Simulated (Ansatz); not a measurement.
Geometry optimisation, RKS PBE0-D4/def2-SVP in Ansatz 0.2.0.

The input (input.yaml):

```yaml
crystal:
  periodic: [false, false, false]
  atoms:
    - { symbol: Al, position_ang: [-0.096916, -0.237479, 0.028056] }
    - { symbol: O, position_ang: [-0.060606, -0.267446, 1.777284] }
    - { symbol: H, position_ang: [-0.859359, -0.442243, 2.278522] }
    - { symbol: F, position_ang: [1.39479, -0.203859, -0.693897] }
    - { symbol: H, position_ang: [-1.404248, -0.344421, -0.827511] }
    - { symbol: Cl, position_ang: [0.111667, 2.976154, 1.190171] }
    - { symbol: H, position_ang: [0.290772, 1.899194, 1.958975] }
basis:
  gaussian: { orbitals: def2-SVP }
hamiltonian:
  xc: pbe0
  dispersion: d4
relax:
  f_tol: 0.03
  max_steps: 50
```

Launched with:

```bash
$ ansatz run input.yaml --threads 2 --pin off --max-ram 3072MiB --backend cpu --events-out ev --progress --plain --runs-dir out
```

**Question.** Where does it end, and by what steps?

**Answer.** The run converged. After 18 steps the energy has fallen by 1.386 eV; H7 moved furthest, 1.11 Å. Parted: Cl6–H7 (1.34 → 2.65 Å). Joined: Al1–Cl6 (3.42 → 2.14 Å), O2–H7 (2.20 → 0.97 Å).

```csv
step,energy less start (eV),largest force component (eV/Å),accepted
0,0.0000,1.029,yes
1,-0.1146,0.328,yes
2,-0.2086,0.493,yes
3,-0.2697,0.512,yes
4,-0.3003,0.706,yes
5,-0.3756,0.944,yes
6,-0.2913,4.556,no
7,-0.5310,0.962,yes
8,-0.7159,1.007,yes
9,-0.8570,3.758,yes
10,-1.1596,1.225,yes
11,-1.3360,0.339,yes
12,-1.3661,0.466,yes
13,-1.3760,0.235,yes
14,-1.3800,0.229,yes
15,-1.3823,0.087,yes
16,-1.3854,0.052,yes
17,-1.3860,0.081,yes
18,-1.3862,0.014,yes
```

```xyz
7
Properties=species:S:1:pos:R:3
Al 0.002 0.515 -0.040
O -0.047 0.076 1.888
H -0.784 -0.445 2.234
F 1.423 -0.201 -0.547
H -1.360 -0.093 -0.557
Cl 0.146 2.614 0.355
H -0.004 0.913 2.379
```

Whether the end is a true minimum wasn't checked by a vibrational analysis.

Time of the run: 27 s on 2 threads of Arm Neoverse V2, on a shared host, peak memory 0.15 GiB.
